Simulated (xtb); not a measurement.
xtb input for In(Cl)2(SiH3) (Cl2H3InSi), SMILES [SiH3][In]([Cl])[Cl], GFN2-xTB. 

```
$ xtb mol.xyz --gfn 2 --sp --chrg 0 --uhf 0 --json
$ cat mol.xyz
7

In     0.00855503    -0.00425030     0.00016262
Cl    -1.96726019    -1.20122516    -0.35279270
Cl    -0.18986601     2.06027294    -1.07598885
Si     2.06838662    -0.82140597     1.38565867
H      2.64151939     0.33738815     2.08229770
H      3.04862838    -1.40180316     0.45525082
H      1.60438859    -1.83144909     2.34454797
```

Output:

```
[banner left out]
          |                Calculation Setup                |
           -------------------------------------------------



           -------------------------------------------------
          |                 G F N 2 - x T B                 |
           -------------------------------------------------

        Reference                      10.1021/acs.jctc.8b01176
      * Hamiltonian:
        H0-scaling (s, p, d)           1.850000    2.230000    2.230000
        zeta-weighting                 0.500000
      * Dispersion:
        s8                             2.700000
        a1                             0.520000
        a2                             5.000000
        s9                             5.000000
      * Repulsion:
        kExp                           1.500000    1.000000
        rExp                           1.000000
      * Coulomb:
        alpha                          2.000000
        third order                    shell-resolved
        anisotropic                    true
        a3                             3.000000
        a5                             4.000000
        cn-shift                       1.200000
        cn-exp                         4.000000
        max-rad                        5.000000


          ...................................................
          :                      SETUP                      :
          :.................................................:
          :  # basis functions                  43          :
          :  # atomic orbitals                  39          :
          :  # shells                           15          :
          :  # electrons                        24          :
          :  max. iterations                   250          :
          :  Hamiltonian                  GFN2-xTB          :
          :  restarted?                      false          :
          :  GBSA solvation                  false          :
          :  PC potential                    false          :
          :  electronic temp.          300.0000000     K    :
          :  accuracy                    1.0000000          :
          :  -> integral cutoff          0.2500000E+02      :
          :  -> integral neglect         0.1000000E-07      :
          :  -> SCF convergence          0.1000000E-05 Eh   :
          :  -> wf. convergence          0.1000000E-03 e    :
          :  Broyden damping             0.4000000          :
          :  net charge                          0          :
          :  unpaired electrons                  0          :
          ...................................................

 iter      E             dE          RMSdq      gap      omega  full diag
   1    -13.4983075 -0.134983E+02  0.207E+01    4.25       0.0  T
   2    -13.6703486 -0.172041E+00  0.122E+01    2.64       1.0  T
   3    -13.7207466 -0.503979E-01  0.822E+00    3.30       1.0  T
   4    -13.7319153 -0.111687E-01  0.109E+00    2.99       1.0  T
   5    -13.7363706 -0.445528E-02  0.113E+00    3.10       1.0  T
   6    -13.7365373 -0.166680E-03  0.175E-01    3.10       1.0  T
   7    -13.7365449 -0.764453E-05  0.869E-02    3.10       1.0  T
   8    -13.7365546 -0.967504E-05  0.505E-02    3.10       1.0  T
   9    -13.7365574 -0.281627E-05  0.145E-02    3.10       2.6  T
  10    -13.7365569  0.494768E-06  0.187E-02    3.10       2.0  T
  11    -13.7365577 -0.805087E-06  0.279E-03    3.10      13.5  T
  12    -13.7365577 -0.301224E-08  0.161E-03    3.10      23.5  T
  13    -13.7365577 -0.392342E-08  0.664E-04    3.10      57.0  T
  14    -13.7365577  0.112083E-08  0.887E-04    3.10      42.6  T

   *** convergence criteria satisfied after 14 iterations ***

         #    Occupation            Energy/Eh            Energy/eV
      -------------------------------------------------------------
         1        2.0000           -1.0341800             -28.1415
       ...           ...                  ...                  ...
         6        2.0000           -0.4776316             -12.9970
         7        2.0000           -0.4282856             -11.6542
         8        2.0000           -0.4237807             -11.5317
         9        2.0000           -0.4186785             -11.3928
        10        2.0000           -0.4150660             -11.2945
        11        2.0000           -0.4061499             -11.0519
        12        2.0000           -0.3957396             -10.7686 (HOMO)
        13                         -0.2819277              -7.6716 (LUMO)
        14                         -0.2455023              -6.6805
        15                         -0.2401721              -6.5354
        16                         -0.1819010              -4.9498
        17                         -0.1683411              -4.5808
       ...                                ...                  ...
        39                          1.1574425              31.4956
      -------------------------------------------------------------
                  HL-Gap            0.1138119 Eh            3.0970 eV
             Fermi-level           -0.3388336 Eh           -9.2201 eV

 SCC (total)                   0 d,  0 h,  0 min,  0.010 sec
 SCC setup                      ...        0 min,  0.000 sec (  0.984%)
 Dispersion                     ...        0 min,  0.000 sec (  0.333%)
 classical contributions        ...        0 min,  0.000 sec (  0.156%)
 integral evaluation            ...        0 min,  0.001 sec ( 15.464%)
 iterations                     ...        0 min,  0.005 sec ( 57.231%)
 molecular gradient             ...        0 min,  0.002 sec ( 24.790%)
 printout                       ...        0 min,  0.000 sec (  0.898%)

         :::::::::::::::::::::::::::::::::::::::::::::::::::::
         ::                     SUMMARY                     ::
         :::::::::::::::::::::::::::::::::::::::::::::::::::::
         :: total energy             -13.703408264587 Eh    ::
         :: gradient norm              0.000165595151 Eh/a0 ::
         :: HOMO-LUMO gap              3.096978660357 eV    ::
         ::.................................................::
         :: SCC energy               -13.736547352136 Eh    ::
         :: -> isotropic ES            0.037061122074 Eh    ::
         :: -> anisotropic ES         -0.000917389573 Eh    ::
         :: -> anisotropic XC          0.000662791060 Eh    ::
         :: -> dispersion             -0.004918486601 Eh    ::
         :: repulsion energy           0.033139087549 Eh    ::
         :: add. restraining           0.000000000000 Eh    ::
         :: total charge              -0.000000000000 e     ::
         :::::::::::::::::::::::::::::::::::::::::::::::::::::

           -------------------------------------------------
          |                Property Printout                |
           -------------------------------------------------

    * Orbital Energies and Occupations

         #    Occupation            Energy/Eh            Energy/eV
      -------------------------------------------------------------
         1        2.0000           -1.0341800             -28.1415
         2        2.0000           -1.0308102             -28.0498
         3        2.0000           -0.7653061             -20.8250
         4        2.0000           -0.5391711             -14.6716
         5        2.0000           -0.4785968             -13.0233
         6        2.0000           -0.4776316             -12.9970
         7        2.0000           -0.4282856             -11.6542
         8        2.0000           -0.4237807             -11.5317
         9        2.0000           -0.4186785             -11.3928
        10        2.0000           -0.4150660             -11.2945
Note: The following floating-point exceptions are signalling: IEEE_UNDERFLOW_FLAG IEEE_DENORMAL
normal termination of xtb
        11        2.0000           -0.4061499             -11.0519
        12        2.0000           -0.3957396             -10.7686 (HOMO)
        13                         -0.2819277              -7.6716 (LUMO)
        14                         -0.2455023              -6.6805
        15                         -0.2401721              -6.5354
        16                         -0.1819010              -4.9498
        17                         -0.1683411              -4.5808
        18                         -0.1632779              -4.4430
        19                         -0.1005278              -2.7355
        20                          0.0137229               0.3734
        21                          0.0268332               0.7302
        22                          0.0293872               0.7997
        23                          0.0312912               0.8515
       ...                                ...                  ...
        39                          1.1574425              31.4956
      -------------------------------------------------------------
                  HL-Gap            0.1138119 Eh            3.0970 eV
             Fermi-level           -0.3388336 Eh           -9.2201 eV

     #   Z          covCN         q      C6AA      α(0)
     1  49 In       2.486     0.120   283.042    32.186
     2  17 Cl       0.785    -0.238   106.555    15.791
     3  17 Cl       0.785    -0.238   106.558    15.791
     4  14 Si       3.665     0.470    98.136    18.986
     5   1 H        0.917    -0.037     3.793     3.046
     6   1 H        0.916    -0.040     3.865     3.075
     7   1 H        0.917    -0.036     3.774     3.038

 Mol. C6AA /au·bohr⁶  :       2803.474942
 Mol. C8AA /au·bohr⁸  :     193534.527875
 Mol. α(0) /au        :         91.912987


Wiberg/Mayer (AO) data.
largest (>0.10) Wiberg bond orders for each atom

 ---------------------------------------------------------------------------
     #   Z sym  total        # sym  WBO       # sym  WBO       # sym  WBO
 ---------------------------------------------------------------------------
     1  49 In   2.903 --     2 Cl   1.045     3 Cl   1.045     4 Si   0.609
     2  17 Cl   1.295 --     1 In   1.045     4 Si   0.173
     3  17 Cl   1.295 --     1 In   1.045     4 Si   0.173
     4  14 Si   3.496 --     7 H    0.849     5 H    0.848     6 H    0.845
                             1 In   0.609     3 Cl   0.173     2 Cl   0.173
     5   1 H    0.989 --     4 Si   0.848
     6   1 H    0.998 --     4 Si   0.845
     7   1 H    0.988 --     4 Si   0.849
 ---------------------------------------------------------------------------

Topologies differ in total number of bonds
Writing topology from bond orders to xtbtopo.mol

molecular dipole:
                 x           y           z       tot (Debye)
 q only:        2.283      -0.909       1.533
   full:        1.874      -0.746       1.254       6.036
molecular quadrupole (traceless):
                xx          xy          yy          xz          yz          zz
 q only:        3.072      -5.477      -5.477       3.943       0.257       2.405
  q+dip:        2.426      -4.835      -4.843       2.946       0.610       2.417
   full:        1.297      -5.703      -5.842       1.014       2.547       4.545


           -------------------------------------------------
          | TOTAL ENERGY              -13.703408264587 Eh   |
          | GRADIENT NORM               0.000165595151 Eh/α |
          | HOMO-LUMO GAP               3.096978660357 eV   |
           -------------------------------------------------

------------------------------------------------------------------------
------------------------------------------------------------------------
 total:
 SCF:
```

The calculation finished and met its thresholds.

Cost: around 0.04 core-seconds (rough).
